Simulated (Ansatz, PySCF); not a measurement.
Spin gap between two states, R1 and P1; the higher of the two is an excited state, each structure at its B3LYP-D3(BJ)/def2-TZVP stationary point, reached from a drawn start (curvature not checked).
R1, Cl2Sn (SMILES [Cl][Sn][Cl]) (charge 0, multiplicity 1):
```xyz
3

Sn     0.00000     0.00000    -1.03569
Cl     1.81346     0.00000     0.51780
Cl    -1.81346     0.00000     0.51780
```
P1, Cl2Sn (SMILES [Cl][Sn][Cl]) (charge 0, multiplicity 3, Z-matrix in Å and degrees):
```
Sn
Cl 1 2.3820
Cl 1 2.3820 2 119.10
```

```
level                                spin gap (kcal/mol)  cost
-----------------------------------  -------------------  ----
HF/def2-SVP                                        49.31     -
HF/def2-QZVPP                                      49.10     -
PBE/def2-TZVPP                                     64.01    ×1
PBE-D3(BJ)/def2-TZVPP                              64.15    ×1
PBE-D4/def2-TZVPP                                  64.17    ×1
BLYP-D3(BJ)/def2-TZVPP                             66.55    ×1
r2SCAN-D3(BJ)/def2-TZVPP                           61.61  ×0.9
B3LYP/def2-TZVPP                                   65.86  ×0.4
PBE0/def2-TZVPP                                    62.68  ×0.4
BHLYP/def2-TZVPP                                   64.18  ×0.4
BHLYP-D3(BJ)/def2-TZVPP                            64.40  ×0.4
B2PLYP/def2-TZVPP                                  64.84  ×0.6
MP2/CBS(def2-TZVPP, def2-QZVPP)                    63.11     -
SCS-MP2/def2-SVP                                   60.17     -
CCSD/def2-SVP                                      59.14     -
CCSD/def2-TZVPP                                    60.90     -
CCSD/def2-QZVPP                                    61.75     -
CCSD(T)/def2-TZVPP                                 61.30    ×2
CCSD(T)/def2-QZVPP                                 62.22    ×7
CCSD(T)/CBS(def2-TZVPP, def2-QZVPP)                62.88    ×9
```

P less R. No zero-point or thermal terms; singlets are restricted closed shells; open shells are unrestricted; no spin–orbit coupling.

Correlated levels freeze the cores. In cc and def2 sets filled d and f shells under p-block atoms count as core. CBS(a, b) extrapolates the correlation energy as X⁻³ and adds the Hartree–Fock energy of set b.

Run with Ansatz (a quantum-chemistry and plane-wave program) with Gaussian orbitals; PySCF for the D3/D4 terms. No computed number here is a measurement. Elements past Kr take the def2 small-core potentials, without spin–orbit coupling.

Costs are rough ratios of core time to PBE/def2-TZVPP (about 26 s over the structures, on one shared machine); a dash marks a level with no comparable run of its own.
